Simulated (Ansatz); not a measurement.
Relaxation of GeH$_{6}$O$_{4}$ (11 atoms, charge 0, multiplicity 1), to a largest force component of 0.03 eV/Å in at most 50 steps.

Theory: Ansatz 0.2.0, RKS B3LYP/def2-SVP.

```xyz
11
Properties=species:S:1:pos:R:3
Ge 0.479 0.145 -0.199
O -0.774 0.050 2.487
H -1.399 0.606 1.991
O 1.301 0.114 -1.764
H 1.501 -0.794 -2.034
O -0.952 1.206 -0.296
H -1.468 1.073 -1.105
O 0.043 -1.536 0.148
H -0.360 -1.536 1.036
H 1.279 0.794 0.955
H 0.072 0.543 2.365
```

Q: Where does it end, and by what steps?

A: It converged. The force dipped under the threshold on the way, but the program's further checks kept it going. After 25 steps the energy has fallen by 0.303 eV; H11 moved furthest, 1.63 Å.

| step | energy less start (eV) | largest force component (eV/Å) | accepted |
| --- | --- | --- | --- |
| 0 | 0.0000 | 0.815 | yes |
| 1 | -0.0613 | 1.200 | yes |
| 2 | -0.1049 | 1.285 | yes |
| 3 | -0.1652 | 0.703 | yes |
| 4 | -0.1960 | 0.570 | yes |
| 5 | -0.2080 | 0.992 | yes |
| 6 | -0.2429 | 0.365 | yes |
| 7 | -0.2574 | 0.287 | yes |
| 8 | -0.2653 | 0.380 | yes |
| 9 | -0.2713 | 0.270 | yes |
| 10 | -0.2783 | 0.257 | yes |
| 11 | -0.2752 | 0.295 | no |
| 12 | -0.2834 | 0.028 | yes |
| 13 | -0.2872 | 0.088 | yes |
| 14 | -0.2876 | 0.240 | yes |
| 15 | -0.2920 | 0.143 | yes |
| 16 | -0.2926 | 0.111 | yes |
| 17 | -0.2868 | 0.234 | no |
| 18 | -0.2966 | 0.051 | yes |
| 19 | -0.2979 | 0.153 | yes |
| 20 | -0.2970 | 0.342 | no |
| 21 | -0.2997 | 0.087 | yes |
| 22 | -0.3019 | 0.091 | yes |
| 23 | -0.3027 | 0.045 | yes |
| 24 | -0.3030 | 0.058 | yes |
| 25 | -0.3032 | 0.023 | yes |

```xyz
11
Properties=species:S:1:pos:R:3
Ge 0.968 0.298 -0.266
O -1.497 -0.472 1.998
H -1.439 0.286 1.378
O 0.798 -0.268 -1.942
H 0.395 -1.147 -1.988
O -0.504 1.278 0.128
H -0.903 1.677 -0.659
O 0.943 -1.024 0.886
H 0.082 -1.041 1.373
H 2.232 1.155 -0.193
H -1.355 -0.075 2.870
```

Whether the end is a true minimum wasn't checked by a vibrational analysis.

Time of the run: 51 s on 4 threads of Arm Neoverse V2 (shared host), peak memory 0.29 GiB.
